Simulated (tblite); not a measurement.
A geometry optimisation, step by step.

Compound: C3H5B2F2O (doublet state).
Atom-mapped SMILES: `[BH2:1][O:2][B:3]([F:4])[C@@H:5]1[CH:6][C@H:7]1[F:8]` (hydrogens: H9, H10 on B1; H11 on C5; H12 on C6; H13 on C7)

Computed with GFN2-xTB (tblite), gas phase: L-BFGS steps from a force-field or distance-geometry start until the largest atomic force falls under 0.01 eV/Å. 13 of its 142 geometries are shown.

Step 0: E = -677.7832 eV, largest atomic force 4.147 eV/Å
```
atom  x, y, z in Å  |  force x, y, z in eV/Å
B1      2.524    0.453   -0.303   -1.134   0.649   1.575
O2      1.439    0.917    0.574   -0.574  -0.577  -4.066
B3      0.252    0.976   -0.248    1.188   1.644   0.419
F4     -0.088    2.214   -0.950    0.917  -2.834   1.649
C5     -0.749   -0.268   -0.332   -0.504   1.249  -0.489
C6     -2.134    0.065    0.202    0.933  -2.905  -0.659
C7     -1.196   -0.838    0.986   -0.876   1.124   0.155
F8     -1.541   -2.173    0.930    0.390   0.658   0.688
H9      2.757   -0.701   -0.399   -0.214   0.226   0.188
H10     3.187    1.242   -0.866   -0.114   0.055   0.143
H11    -0.764   -0.941   -1.225    0.239   0.664   0.741
H12    -2.904   -0.538   -0.323   -0.044   1.186   0.512
H13    -0.787   -0.407    1.935   -0.208  -1.141  -0.855
```

Step 12: E = -679.3021 eV, largest atomic force 0.543 eV/Å
```
atom  x, y, z in Å  |  force x, y, z in eV/Å
B1      2.644    0.450   -0.328    0.013   0.047   0.209
O2      1.441    0.839    0.113    0.002   0.098  -0.534
B3      0.190    1.025   -0.284   -0.009  -0.046  -0.076
F4     -0.149    2.197   -0.842    0.062  -0.270   0.264
C5     -0.861   -0.182   -0.316   -0.004  -0.179   0.152
C6     -2.238   -0.148    0.171   -0.123   0.393  -0.187
C7     -1.298   -0.867    0.994    0.327   0.108  -0.228
F8     -1.372   -2.239    1.068    0.132   0.116  -0.027
H9      2.893   -0.708   -0.271    0.115   0.176  -0.034
H10     3.403    1.259   -0.755   -0.092  -0.191   0.134
H11    -0.618   -0.815   -1.182   -0.228   0.029   0.156
H12    -3.180   -0.346   -0.287    0.029  -0.131   0.089
H13    -0.859   -0.466    1.903   -0.225  -0.150   0.082
```

Step 24: E = -679.5114 eV, largest atomic force 0.338 eV/Å
```
atom  x, y, z in Å  |  force x, y, z in eV/Å
B1      2.747    0.441   -0.367   -0.103   0.062   0.125
O2      1.490    0.874   -0.339    0.035   0.050  -0.144
B3      0.177    0.994   -0.406    0.012   0.101   0.000
F4     -0.289    2.226   -0.640   -0.006  -0.010   0.111
C5     -0.890   -0.179   -0.312    0.016  -0.008  -0.064
C6     -2.268   -0.115    0.185    0.053   0.048   0.093
C7     -1.294   -0.835    0.993   -0.314  -0.052   0.114
F8     -1.315   -2.211    1.008   -0.035  -0.057   0.071
H9      2.999   -0.700   -0.160   -0.021   0.121  -0.034
H10     3.589    1.248   -0.574   -0.038  -0.191   0.002
H11    -0.759   -0.890   -1.127    0.141  -0.112  -0.164
H12    -3.213   -0.368   -0.247    0.115  -0.008   0.014
H13    -0.977   -0.484    1.969    0.145   0.054  -0.124
```

Step 35: E = -679.6218 eV, largest atomic force 0.271 eV/Å
```
atom  x, y, z in Å  |  force x, y, z in eV/Å
B1      2.672    0.447   -0.375    0.069   0.037  -0.043
O2      1.483    1.017   -0.553    0.063  -0.091   0.116
B3      0.165    0.989   -0.426   -0.047  -0.038   0.020
F4     -0.409    2.189   -0.319   -0.005   0.050   0.116
C5     -0.820   -0.262   -0.395   -0.012   0.018  -0.005
C6     -2.181   -0.092    0.132   -0.010   0.080  -0.125
C7     -1.252   -0.811    0.972   -0.105  -0.014   0.040
F8     -1.467   -2.159    1.127    0.228  -0.117  -0.089
H9      2.813   -0.678   -0.025   -0.159   0.187   0.047
H10     3.599    1.147   -0.574    0.059  -0.140  -0.101
H11    -0.661   -0.968   -1.210   -0.058  -0.116   0.082
H12    -3.129   -0.385   -0.259   -0.047   0.018  -0.035
H13    -0.818   -0.434    1.889    0.023   0.125  -0.024
```

Step 47: E = -679.7767 eV, largest atomic force 0.332 eV/Å
```
atom  x, y, z in Å  |  force x, y, z in eV/Å
B1      2.588    0.431   -0.367    0.014  -0.048  -0.176
O2      1.454    1.081   -0.544   -0.279  -0.174   0.049
B3      0.147    1.021   -0.361   -0.244   0.001   0.079
F4     -0.444    2.109    0.151    0.147   0.000  -0.037
C5     -0.798   -0.255   -0.505    0.087  -0.073   0.217
C6     -2.172   -0.192   -0.009    0.014   0.020   0.054
C7     -1.199   -0.759    0.899   -0.124   0.049  -0.030
F8     -1.168   -2.124    1.128   -0.009   0.328  -0.032
H9      2.607   -0.544    0.288    0.087   0.015   0.184
H10     3.534    0.841   -0.911    0.179   0.029  -0.104
H11    -0.552   -1.051   -1.210    0.040   0.219  -0.099
H12    -3.171   -0.325   -0.362    0.246  -0.148   0.062
H13    -0.831   -0.233    1.784   -0.158  -0.220  -0.167
```

Step 59: E = -679.9720 eV, largest atomic force 0.336 eV/Å
```
atom  x, y, z in Å  |  force x, y, z in eV/Å
B1      2.637    0.390   -0.398    0.069   0.022  -0.098
O2      1.435    0.904   -0.474   -0.085  -0.017   0.056
B3      0.151    1.069   -0.269    0.067  -0.103   0.087
F4     -0.271    2.230    0.238    0.011   0.061   0.012
C5     -0.866   -0.134   -0.449   -0.100   0.011  -0.040
C6     -2.265   -0.188   -0.008    0.235   0.139   0.196
C7     -1.284   -0.743    0.901   -0.023  -0.170  -0.050
F8     -1.196   -2.110    1.050    0.005   0.153   0.024
H9      2.907   -0.307    0.512    0.035   0.077   0.060
H10     3.425    0.622   -1.242   -0.088  -0.008  -0.025
H11    -0.592   -0.815   -1.252    0.016  -0.122   0.005
H12    -3.111   -0.659   -0.447   -0.115  -0.004  -0.173
H13    -0.974   -0.259    1.821   -0.027  -0.039  -0.055
```

Step 70: E = -680.0106 eV, largest atomic force 0.195 eV/Å
```
atom  x, y, z in Å  |  force x, y, z in eV/Å
B1      2.660    0.392   -0.407    0.020  -0.021   0.120
O2      1.440    0.855   -0.341   -0.022  -0.038  -0.031
B3      0.160    1.056   -0.193    0.046  -0.009  -0.045
F4     -0.258    2.243    0.267   -0.002  -0.024  -0.029
C5     -0.869   -0.128   -0.431   -0.018  -0.052  -0.010
C6     -2.278   -0.183   -0.025   -0.040  -0.043  -0.041
C7     -1.321   -0.766    0.892   -0.024   0.010   0.020
F8     -1.206   -2.123    1.055   -0.090  -0.030  -0.074
H9      3.142   -0.093    0.553   -0.024   0.021   0.031
H10     3.263    0.449   -1.409    0.006   0.088  -0.152
H11    -0.597   -0.799   -1.250    0.052   0.013   0.096
H12    -3.108   -0.624   -0.544    0.139   0.085   0.107
H13    -1.031   -0.278    1.816   -0.041  -0.001   0.008
```

Step 82: E = -680.0496 eV, largest atomic force 0.221 eV/Å
```
atom  x, y, z in Å  |  force x, y, z in eV/Å
B1      2.739    0.461   -0.430   -0.064   0.059  -0.008
O2      1.482    0.807   -0.326   -0.072  -0.047   0.051
B3      0.199    0.986   -0.189    0.016   0.077  -0.089
F4     -0.245    2.214    0.138    0.074  -0.208  -0.001
C5     -0.838   -0.208   -0.373   -0.002   0.011   0.061
C6     -2.259   -0.134   -0.019    0.026   0.096   0.027
C7     -1.396   -0.810    0.921    0.032  -0.032  -0.005
F8     -1.444   -2.181    1.016    0.006  -0.010   0.057
H9      3.311    0.082    0.528   -0.014   0.030  -0.056
H10     3.255    0.541   -1.484    0.049  -0.007   0.018
H11    -0.563   -0.923   -1.152   -0.011   0.060   0.009
H12    -3.145   -0.441   -0.526    0.009  -0.014  -0.068
H13    -1.098   -0.394    1.877   -0.050  -0.015   0.003
```

Step 94: E = -680.0620 eV, largest atomic force 0.051 eV/Å
```
atom  x, y, z in Å  |  force x, y, z in eV/Å
B1      2.782    0.516   -0.465    0.019  -0.002   0.012
O2      1.500    0.744   -0.373   -0.003  -0.002   0.013
B3      0.226    0.924   -0.185    0.008  -0.003  -0.015
F4     -0.198    2.152    0.144    0.010   0.034   0.037
C5     -0.835   -0.245   -0.328   -0.009  -0.007  -0.018
C6     -2.261   -0.103   -0.010   -0.008  -0.011  -0.017
C7     -1.452   -0.831    0.944   -0.008  -0.004  -0.020
F8     -1.563   -2.199    1.020   -0.005  -0.005   0.040
H9      3.381    0.249    0.513    0.022  -0.015  -0.016
H10     3.303    0.570   -1.518    0.001   0.028  -0.009
H11    -0.582   -0.962   -1.111   -0.014  -0.024   0.003
H12    -3.133   -0.371   -0.564    0.005  -0.005   0.008
H13    -1.172   -0.442    1.916   -0.018   0.014  -0.018
```

Step 106: E = -680.0756 eV, largest atomic force 0.200 eV/Å
```
atom  x, y, z in Å  |  force x, y, z in eV/Å
B1      2.821    0.585   -0.505    0.086  -0.180  -0.019
O2      1.522    0.658   -0.415   -0.039   0.071   0.036
B3      0.257    0.828   -0.160    0.010  -0.001   0.010
F4     -0.117    2.023    0.331   -0.035  -0.071  -0.010
C5     -0.833   -0.306   -0.340   -0.041   0.022  -0.001
C6     -2.263   -0.099   -0.077   -0.113  -0.027   0.010
C7     -1.516   -0.790    0.948    0.046   0.000   0.027
F8     -1.675   -2.142    1.131   -0.017   0.027  -0.031
H9      3.433    0.222    0.439   -0.003   0.065  -0.084
H10     3.337    0.814   -1.538    0.011   0.045   0.040
H11    -0.599   -1.068   -1.085    0.072   0.020   0.046
H12    -3.125   -0.387   -0.641    0.046   0.014   0.003
H13    -1.244   -0.336    1.894   -0.023   0.015  -0.027
```

Step 118: E = -680.0899 eV, largest atomic force 0.399 eV/Å
```
atom  x, y, z in Å  |  force x, y, z in eV/Å
B1      2.861    0.686   -0.646    0.006  -0.077   0.078
O2      1.581    0.570   -0.428   -0.124  -0.109   0.091
B3      0.353    0.633   -0.003    0.041  -0.177  -0.119
F4      0.045    1.682    0.766   -0.150   0.304   0.211
C5     -0.776   -0.441   -0.253    0.092   0.094  -0.152
C6     -2.211   -0.105   -0.251   -0.029   0.121  -0.040
C7     -1.682   -0.692    0.955   -0.111   0.008   0.095
F8     -1.993   -1.983    1.281   -0.021  -0.120   0.060
H9      3.620    0.220    0.122    0.027  -0.023  -0.013
H10     3.196    1.238   -1.614    0.204   0.123  -0.256
H11    -0.504   -1.286   -0.881    0.075  -0.059   0.042
H12    -2.986   -0.408   -0.921    0.018  -0.024   0.032
H13    -1.508   -0.114    1.856   -0.028  -0.062  -0.030
```

Step 129: E = -680.1217 eV, largest atomic force 0.075 eV/Å
```
atom  x, y, z in Å  |  force x, y, z in eV/Å
B1      2.821    0.678   -0.758   -0.070   0.013  -0.025
O2      1.610    0.631   -0.272   -0.015   0.014   0.010
B3      0.394    0.664    0.191    0.003   0.014  -0.001
F4      0.054    1.689    0.994    0.017  -0.038  -0.013
C5     -0.693   -0.442   -0.114   -0.037   0.026   0.005
C6     -2.114   -0.133   -0.366   -0.015  -0.010  -0.015
C7     -1.787   -0.659    0.938   -0.006   0.013  -0.023
F8     -2.133   -1.947    1.261    0.003  -0.005   0.010
H9      3.691    0.130   -0.190    0.036  -0.020   0.047
H10     3.006    1.255   -1.767    0.019   0.003  -0.028
H11    -0.311   -1.319   -0.634    0.017  -0.013   0.005
H12    -2.764   -0.497   -1.134    0.046   0.021   0.047
H13    -1.778   -0.049    1.834    0.003  -0.019  -0.019
```

Step 141: E = -680.1231 eV, largest atomic force 0.008 eV/Å
```
atom  x, y, z in Å  |  force x, y, z in eV/Å
B1      2.817    0.675   -0.756    0.004  -0.001  -0.007
O2      1.597    0.657   -0.293    0.008   0.001   0.000
B3      0.386    0.678    0.181   -0.003  -0.002   0.000
F4      0.044    1.699    0.986   -0.001   0.001  -0.001
C5     -0.695   -0.436   -0.117    0.004   0.002  -0.004
C6     -2.118   -0.132   -0.356   -0.007   0.003  -0.003
C7     -1.779   -0.669    0.940   -0.004   0.004   0.004
F8     -2.115   -1.962    1.254    0.002  -0.006   0.000
H9      3.670    0.142   -0.145   -0.002  -0.001   0.004
H10     3.034    1.210   -1.782   -0.005   0.000   0.003
H11    -0.309   -1.308   -0.645    0.004  -0.001  -0.002
H12    -2.771   -0.487   -1.123    0.000  -0.001  -0.002
H13    -1.766   -0.068    1.840   -0.001   0.002   0.007
```

Task: Summarise the path.

Result: The energy falls by 2.3399 eV from step 0 to step 141; nine tenths of that is first reached at step 55. It rises by more than 0.2 meV at steps 118 and 119. The largest force goes from 4.147 to 0.008 eV/Å. Among the bonds B1–O2 changes most, from 1.470 to 1.306 Å; the atoms move by 0.944 Å rms after alignment.

Task: Follow the three bonds and two angles with the largest change from start to end.

Result: 
| step | E above end (eV) | largest force (eV/Å) | B1–O2 (Å) | O2–B3 (Å) | B3–F4 (Å) | B1–O2–B3 (°) | C7–C6–H12 (°) |
| --- | --- | --- | --- | --- | --- | --- | --- |
| 0 | 2.3399 | 4.147 | 1.470 | 1.445 | 1.463 | 106.3 | 110.4 |
| 6 | 1.0450 | 0.762 | 1.338 | 1.323 | 1.336 | 127.8 | 122.8 |
| 12 | 0.8210 | 0.543 | 1.340 | 1.325 | 1.342 | 142.2 | 136.8 |
| 18 | 0.6798 | 0.374 | 1.324 | 1.314 | 1.334 | 166.2 | 137.0 |
| 25 | 0.6009 | 0.301 | 1.329 | 1.319 | 1.337 | 165.6 | 133.6 |
| 31 | 0.5525 | 0.274 | 1.329 | 1.323 | 1.340 | 159.0 | 130.4 |
| 37 | 0.4860 | 0.400 | 1.324 | 1.323 | 1.329 | 149.6 | 129.8 |
| 43 | 0.3941 | 0.368 | 1.330 | 1.327 | 1.337 | 145.3 | 136.6 |
| 49 | 0.3055 | 0.331 | 1.317 | 1.314 | 1.336 | 149.4 | 143.2 |
| 55 | 0.2205 | 0.322 | 1.306 | 1.306 | 1.339 | 159.3 | 136.7 |
| 61 | 0.1427 | 0.152 | 1.310 | 1.307 | 1.338 | 161.7 | 128.4 |
| 67 | 0.1223 | 0.137 | 1.307 | 1.302 | 1.337 | 166.5 | 128.4 |
| 74 | 0.0979 | 0.166 | 1.307 | 1.303 | 1.341 | 170.9 | 130.4 |
| 80 | 0.0799 | 0.183 | 1.307 | 1.303 | 1.343 | 171.5 | 131.2 |
| 86 | 0.0664 | 0.084 | 1.304 | 1.300 | 1.339 | 176.4 | 131.2 |
| 92 | 0.0618 | 0.044 | 1.306 | 1.300 | 1.342 | 176.0 | 132.8 |
| 98 | 0.0585 | 0.076 | 1.306 | 1.301 | 1.343 | 174.5 | 132.3 |
| 104 | 0.0516 | 0.171 | 1.306 | 1.301 | 1.344 | 173.6 | 133.0 |
| 110 | 0.0396 | 0.049 | 1.307 | 1.301 | 1.345 | 171.9 | 131.8 |
| 116 | 0.0345 | 0.086 | 1.308 | 1.302 | 1.346 | 168.5 | 131.2 |
| 123 | 0.0207 | 0.448 | 1.313 | 1.297 | 1.345 | 168.7 | 132.0 |
| 129 | 0.0014 | 0.075 | 1.306 | 1.301 | 1.346 | 176.3 | 131.5 |
| 135 | 0.0003 | 0.039 | 1.305 | 1.301 | 1.345 | 177.3 | 131.7 |
| 141 | 0.0000 | 0.008 | 1.306 | 1.301 | 1.344 | 178.1 | 131.6 |

What follows is the cost of the whole relaxation. On one thread of an Intel Xeon Platinum 8259CL at 2.50 GHz, shared host, this took 1.2 s.
